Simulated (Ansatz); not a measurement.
Consider the homolysis of the B–N bond: `OB(Cl)[NH][GeH3]` → `O[B]Cl`• + `[NH][GeH3]`•.

Program: Ansatz. Geometries: PBE0-D4/def2-TZVP. ΔE: electronic, gas phase. CBS: MP2 limit from def2 TZ/QZ plus the TZ coupled-cluster correction, frozen cores. DFT in def2-TZVPP. Open shells (•) are unrestricted, without spin–orbit coupling. For Ge outer-core shells are correlated without core-valence functions, which leaves a few kJ/mol of doubt a bond. Scalar relativity is left out up to krypton. Each species was taken in one conformer, which may not be the lowest.

```json
{"level": "r2SCANh", "ΔE (kJ/mol)": "537.5"}
{"level": "MP2/CBS(def2)", "ΔE (kJ/mol)": "610.7"}
```

(1) What does CCSD(T)/CBS give? (An estimate is asked.)

Largest T1 diagnostic among the species: 0.015.

Answers

(1) The calculation gave: +580.2 kJ/mol. The listed levels differ from it by -42.7, 30.5 kJ/mol.

At CCSD(T), def2-SVP lies −10.2 kJ/mol from the extrapolated value and def2-TZVPP −12.5 kJ/mol. From PBE to PBE0 (25 % exact exchange), in def2-TZVPP and without D4, ΔE moves by +7.7 kJ/mol.

CCSD(T)/CBS has its own doubt, a few kJ/mol and more with outer-core shells, so smaller differences from it don't rank the levels.
